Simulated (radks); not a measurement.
The numbers below are computed, except where a source is named.
Species: neutral rhenium. Configuration: [Xe] 4f14 5d5 6p2 (not the ground configuration).

Code: a radial shooting solver on a logarithmic mesh with Libxc functionals. Model: scalar-relativistic Kohn-Sham, LDA (Slater exchange, Perdew-Wang correlation), spin-polarised, spherical densities, point nucleus; open shells are filled with parallel spins first (spin-orbit coupling, left out, can overturn this in heavy ions).

Energy parts (eV):
total: -453951.52
kinetic: 501628.42
electron-nucleus: -1123856.06
Hartree: 177006.87
exchange-correlation: -8730.75

Orbitals (lengths in bohr, moments of r in powers of bohr; <r^-3> diverges for s and p1/2; r(90%) holds 90 % of the orbital's charge):
orbital  occ.  eigenvalue (eV)  r(90%)  <r^-3>
1s up       1        -71610.34  0.0329       -
1s down     1        -71610.32  0.0329       -
2s up       1        -12419.20   0.118       -
2s down     1        -12418.96   0.118       -
2p up       3        -10841.95   0.111   20790
2p down     3        -10841.75   0.111   20790
3s up       1        -2876.725   0.290       -
3s down     1        -2876.613   0.290       -
3p up       3        -2411.757   0.296    4659
3p down     3        -2411.636   0.296    4659
3d up       5        -1883.927   0.278   595.1
3d down     5        -1883.749   0.278   595.1
4s up       1        -601.7365   0.633       -
4s down     1        -601.4910   0.633       -
4p up       3        -449.1721   0.681    1093
4p down     3        -448.9232   0.681    1093
4d up       5        -257.8118   0.750   119.9
4d down     5        -257.5087   0.749   119.9
5s up       1         -88.9913    1.49       -
5s down     1         -86.9479    1.48       -
5p up       3         -50.9315    1.77   162.9
5p down     3         -48.3409    1.75   167.5
4f up       7         -45.3472   0.960   20.92
4f down     7         -44.8084   0.950   21.08
5d up       5          -9.2398    2.91   8.389
5d down     0          -5.9575    2.98   8.557
6p up       2          -3.3220    6.04   11.71
6p down     0          -1.3779    7.82   6.851

The highest occupied level is 6p up at -3.322 eV. The configuration is held as typed, so some empty levels lie below it. The density falls to 0.001 e/bohr^3 at r = 5.13 bohr.
